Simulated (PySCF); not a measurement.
# Finite-field polarisability of Ca (calcium, neutral)

[Ar] 4s2, closed-shell 1S. All numbers are calculated (PySCF 2.14, scalar relativity by spin-free X2C-1e, in x2c-TZVPPall with one added diffuse shell each of s, p, d type (7s6p4d, 45 functions)). Frozen: [Ne]. Energy changes in a uniform field (μhartree):

```json
{"axis": "x", "F (au)": "0.001", "HF": "-91.408", "MP2": "-71.892", "CCSD": "-81.177", "CCSD(T)": "-80.188"}
{"axis": "x", "F (au)": "0.002", "HF": "-366.000", "MP2": "-287.762", "CCSD": "-324.840", "CCSD(T)": "-320.874"}
```

Q: Derive α along x at CCSD(T) from the two fields.

A: With ΔE = −αF²/2 − γF⁴/24, α = −(16 ΔE(F) − ΔE(2F))/(6F²) = 160.4 bohr³.

Q: And the mean polarisability at each level?

A: HF 182.8, MP2 143.8, CCSD 162.3, CCSD(T) 160.4 bohr³. Reference: 160.8 ± 4 bohr³ (recommended; Schwerdtfeger and Nagle, table of static dipole polarizabilities (2023 update)).
